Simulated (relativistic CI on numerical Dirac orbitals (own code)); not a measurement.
Radial parameters of Ga I

Calculated at this level of theory: Dirac-Coulomb-Breit CI, orbitals from a KLI potential per configuration, model QED, valence Slater integrals scaled by 0.85, P86 correlation energy added to each configuration (own radial code, finite nucleus).

Slater integrals F^k, G^k are unscaled and averaged over j, outside the closed core [Ar] 3d10; ζ comes from projecting the Hamiltonian with its Breit term on Σ l·s of the shell.

- 4s2 4p: ζ(4p) = 517.48 cm⁻¹; <r>(4p) = 3.481, <r^2>(4p) = 14.46 (bohr units).
- 4s2 5p: ζ(5p) = 66.845 cm⁻¹; <r>(5p) = 10.89, <r^2>(5p) = 133.4 (bohr units).
- 4s2 4d: ζ(4d) = 1.0714 cm⁻¹; <r>(4d) = 10.16, <r^2>(4d) = 119.1 (bohr units).

In this model ζ of a weakly bound d, f or g electron outside closed shells comes out too small, for d by up to a factor of two or three and at times with the wrong sign; that of an outer p electron is too small as well.

For a near-neutral ion this model can misplace configurations by up to about 10,000 cm⁻¹ (more where the count of f electrons changes) and terms by 10 to 25 % of their spread. Rates follow the energies as ν³ (E1, M1) or ν⁵ (E2), so they and the lifetimes can be off by large factors. The fine structure of a lone outer electron comes out too small, for d and f at times inverted, and misplaced configurations move strength between like terms. 7 of the 7 excited levels that our extract of the measured tables holds in this range could be paired (the sources list more); they are missed by 2976 cm⁻¹ on average and 3946 at most, and levels without a partner can miss by more.

Averages of the first 10 configurations, taken without configuration mixing, which lowers the lowest level and can move excited configurations by several eV; other configurations of the list can lie among them:

```
Configuration  Parity  States  Average energy above the lowest level (eV)
       4s2 4p     odd       6                                         0.4
       4s2 5s    even       2                                         3.5
       4s2 5p     odd       6                                         4.5
       4s2 4d    even      10                                         4.8
       4s2 6s    even       2                                         5.2
       4s 4p2    even      30                                         6.1
       4s2 6p     odd       6                                         5.5
       4s2 5d    even      10                                         5.6
       4s2 4f     odd      14                                         5.8
       4s2 6d    even      10                                         6.0
```
